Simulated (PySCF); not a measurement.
Compound: C5H8N2O2 (charge +1 and doublet state).
Geometry (GFN2-xTB, Å), atoms numbered from 1 in this order:
```xyz
17
C5H8N2O2 angstrom
C      2.2855   -0.6782    1.1657
O      0.9314   -0.6705    0.7265
C      0.5387    0.3315   -0.0126
N      1.3032    1.3870   -0.3887
C      0.5299    2.1411   -1.0980
O     -0.7147    1.6715   -1.2377
C     -0.7571    0.5125   -0.5558
C     -1.9852   -0.2907   -0.5041
N     -1.9597   -1.3786    0.3911
H      2.5824    0.3096    1.5214
H      2.9451   -0.9624    0.3417
H      2.3410   -1.4186    1.9607
H      0.8032    3.0713   -1.5590
H     -2.2259   -0.6097   -1.5418
H     -2.8318    0.3769   -0.2531
H     -2.7219   -2.0351    0.3407
H     -1.0712   -1.7457    0.6930
```

The hyperfine couplings belong to this conformer and change with its torsions.

As a line formula: `COc1ncoc1C[NH2+]` [radical] (charge +1).

Computed with UKS B3LYP, pcH-1 on C H N O, non-relativistic, mean-field spin-orbit, GIAO (PySCF). One conformer (not necessarily the lowest) at the GFN2-xTB geometry, without solvent, vibrations or thermal averaging. Couplings are sensitive to structure, and on GFN2-xTB geometries they can be far from those on DFT ones, by a factor of two or more for some ions and for spin on atoms past the first row. Stability of the SCF solution: not tested.

**Question.** Predict the first-order ENDOR lines of C8, C7, C5, C3, N9, H14/H15, H10/H11/H12, H16, H13 and H17 under fast tumbling at B = 1209.2 mT (Q band).

**Answer.** ν± = |νn ± a/2|, one line for each electron-spin manifold; νn = |g_N| × 7.62259 MHz/T × B.

| nuclei | isotope | g_N | νn (MHz) | a_iso (MHz) | lower line (MHz) | upper line (MHz) |
| --- | --- | --- | --- | --- | --- | --- |
| C8 | 13C | 1.4048 | 12.95 | -32.65 | 3.38 | 29.28 |
| C7 | 13C | 1.4048 | 12.95 | 25.03 | 0.43 | 25.47 |
| C5 | 13C | 1.4048 | 12.95 | 18.70 | 3.60 | 22.30 |
| C3 | 13C | 1.4048 | 12.95 | -5.30 | 10.30 | 15.60 |
| N9 | 14N | 0.4038 | 3.72 | 14.40 | 3.48 | 10.92 |
| H14/H15 | 1H | 5.5857 | 51.48 | 216.59 | 56.81 | 159.78 |
| H10/H11/H12 | 1H | 5.5857 | 51.48 | 16.37 | 43.30 | 59.67 |
| H16 | 1H | 5.5857 | 51.48 | -15.69 | 43.64 | 59.33 |
| H13 | 1H | 5.5857 | 51.48 | -15.08 | 43.95 | 59.02 |
| H17 | 1H | 5.5857 | 51.48 | -13.37 | 44.80 | 58.17 |

The rows for 13C, of low natural abundance, apply to labelled samples.

**Question.** Which pairs are centred on the nuclear Larmor frequency, and which on half the coupling?

**Answer.** Centred on νn, since |a| < 2νn: C7, C5, C3, H10/H11/H12, H16, H13 and H17. Centred on |a|/2 and split by 2νn: C8, N9 and H14/H15.

**Question.** At what field would the lower line of H17 fall to zero frequency?

**Answer.** Where νn = |a|/2, that is B = 6.69 MHz/(5.5857 × 7.62259 MHz/T) = 157 mT, as far as first order holds there.

Couplings of abundant isotopes left out: N4 (-3.0 MHz).

Class means assume fast exchange of nuclei equivalent by connectivity; if that motion is slow, each nucleus keeps its own coupling. H16 and H17 aren't averaged: N9 is flat or nearly so (angle sum 353°), and its turn about the short N9–C8 bond (1.41 Å) is taken as slow. The three 1H nuclei of mean +16.4 MHz run from 1.9 to 30.8 MHz in the frozen geometry. The 1H value of +216.6 MHz is a mean of couplings from 187.3 to 245.9 MHz in this one geometry, not an average over conformers.

The Mulliken spin populations are largest on C7 (+0.31), N9 (+0.25), C5 (+0.16) and O2 (+0.14). Three atoms exceed +0.15.

Hardware: an Arm Neoverse V1 with one thread, shared host. Cost: 2.0 min of wall time (grids of density and orbitals included), 1.1 GiB resident at most.
